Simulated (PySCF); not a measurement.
H₄OSi₂, SMILES [Si]([SiH3])O (connectivity only; charge and spin as stated), neutral, multiplicity 1.

Geometry optimised at PBE-D3(BJ)/def2-TZVP. Other conformers were not sampled.

All values below come from HF/def2-TZVPD (PySCF).

Gas-phase values at a fixed geometry.

Question: Estimate the frontier levels, gap, dipole moment and polarisability. (Estimate from the structure and the level; the computed values follow.)

Answer: 
```yaml
highest_occupied_level: -8.48 eV
lowest_empty_level: 0.55 eV
orbital_gap: 9.04 eV
dipole_moment: 1.07 D
quadrupole, principal values (traceless, Buckingham form, about the centre of nuclear charge): -8.27, 2.96, 5.30 D·Å
mean_static_polarisability: 67.5 bohr³ (10.00 Å³)
polarisability_principal_values: 55.9, 59.8, 86.7 bohr³
```
